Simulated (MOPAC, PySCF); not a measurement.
Isomers of C3H5Cl. Gas-phase values, no solvent. Strings in code marks are SMILES.

Quantity: vertical ionisation energy (energy after one electron is removed minus that of the parent at the parent's geometry), in eV.

Level 1: PBE0-D3(BJ)/def2-TZVP (PySCF)
Level 2: PBE/6-31G* // PBE0-D3(BJ)/def2-TZVP (PySCF)
Level 3: minus the HOMO energy of HF/3-21G // PBE0-D3(BJ)/def2-TZVP (PySCF)
Level 4: minus the HOMO energy of PM7 // PBE0-D3(BJ)/def2-TZVP (MOPAC)

```tsv
species	level 1	level 2	level 3	level 4
`C/C=C/Cl`	9.29	9.05	9.76	10.02
`ClC1CC1`	10.05	9.71	10.96	10.73
`C=C(C)Cl`	9.47	9.25	9.91	10.22
`C/C=C\Cl`	9.34	9.09	9.79	10.01
```
